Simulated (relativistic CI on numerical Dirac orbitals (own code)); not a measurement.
**Tb XVIII: q coefficients and field-shift factors**

Method of calculation: Dirac-Coulomb-Breit CI, separate exchange-only KLI orbitals for each configuration, derivatives by finite differences, unscaled Slater integrals, QED left out (own radial code, finite nucleus).

Configuration list (outside the closed core [Kr]): 4d¹⁰4f², 4d¹⁰4f5s, 4d¹⁰5s², 4d¹⁰4f5p, 4d¹⁰5s5p, 4d¹⁰5p², 4d⁹4f³, 4d¹⁰5s5d. Levels of other configurations are missing.

With x = (α/α₀)² − 1 an excitation energy changes as ω = ω₀ + qx; K = 2q/ω₀ is the relative enhancement. Terms are leading LS components, so labels can repeat. The field-shift factor is F = δν/δ⟨r²⟩ for the transition from the lowest level.

Lowest level 4d¹⁰4f² ³H4.

```csv
Level,ω₀ (cm⁻¹),q (cm⁻¹),K,F (GHz/fm²)
4d¹⁰4f² ³H5,7950,7970,2.01,0.279
4d¹⁰4f² ³F2,12962,2062,0.318,0.142
4d¹⁰4f² ³H6,15686,14760,1.88,0.524
4d¹⁰4f² ¹G4,18044,7260,0.805,0.325
4d¹⁰4f² ³F3,18335,8020,0.875,0.347
4d¹⁰4f² ³F4,28264,16520,1.17,0.654
4d¹⁰4f² ¹D2,44768,7423,0.332,0.514
4d¹⁰4f² ³P0,53234,4101,0.154,0.477
4d¹⁰4f² ¹I6,53320,8958,0.336,0.613
4d¹⁰4f² ³P1,55927,7743,0.277,0.589
4d¹⁰4f² ³P2,60685,13740,0.453,0.794
4d¹⁰4f² ¹S0,118466,9867,0.167,1.64
4d¹⁰4f5s ³F°2,203921,-179800,-1.76,198
```

At this charge transitions that keep the count of f electrons are usually good to a few per cent. Terms inside the open d or f shell come out 10 to 20 % too wide with unscaled integrals. Levels that differ in their count of f electrons can be misplaced by several ten thousand cm⁻¹, since the correlation energy of f electrons is missing or only estimated; rates across such gaps can be off by orders of magnitude.
